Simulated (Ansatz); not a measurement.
Computed with Ansatz on PBE0-D4/def2-TZVP structures; ΔE is electronic, products minus reactants. CCSD(T)/CBS adds triple-zeta CCSD(T) − MP2 to the extrapolated MP2 energy (def2 sets, frozen cores). This one scheme is used for every species. Functionals use def2-TZVPP. Each species was taken in one conformer, which may not be the lowest.

`CCCC(=O)N(C)C` + H₂ → `CCCC=O` + `CNC`  (hydrogenolysis of a C–N bond)

(1) Is it downhill or uphill in electronic energy at CCSD(T)/CBS, and by how much? (An estimate is asked.)

(2) What do these levels give: r2SCAN-D4, PBE0-D4, MP2/def2-TZVPP, SCS-MP2/def2-TZVPP, HF/def2-QZVPP, MP2/def2-QZVPP? (An estimate is asked.)

Largest T1 diagnostic among the species: 0.012.

## Answers

(1) The calculation gave: Uphill: ΔE = +6.8 kcal/mol.

(2) The calculation gave: r2SCAN-D4 10.1, PBE0-D4 8.6, MP2/def2-TZVPP 8.7, SCS-MP2/def2-TZVPP 5.9, HF/def2-QZVPP -1.1, MP2/def2-QZVPP 8.8 kcal/mol.

The D4 term adds +3.7 kcal/mol with B3LYP and +2.2 kcal/mol with PBE0; it sums over pairs of atoms, weighted by their polarisabilities, and B3LYP, whose exchange is more repulsive, gets the larger term. In def2-TZVPP, CCSD(T) changes the Hartree–Fock value by +7.6 kcal/mol (the triples alone add +2.1 kcal/mol) and MP2 by +9.7 kcal/mol. From PBE to PBE0 (25 % exact exchange), in def2-TZVPP and without D4, ΔE moves by −0.8 kcal/mol.

B3LYP here is the variant with VWN-RPA as its local correlation; programs differ in this.
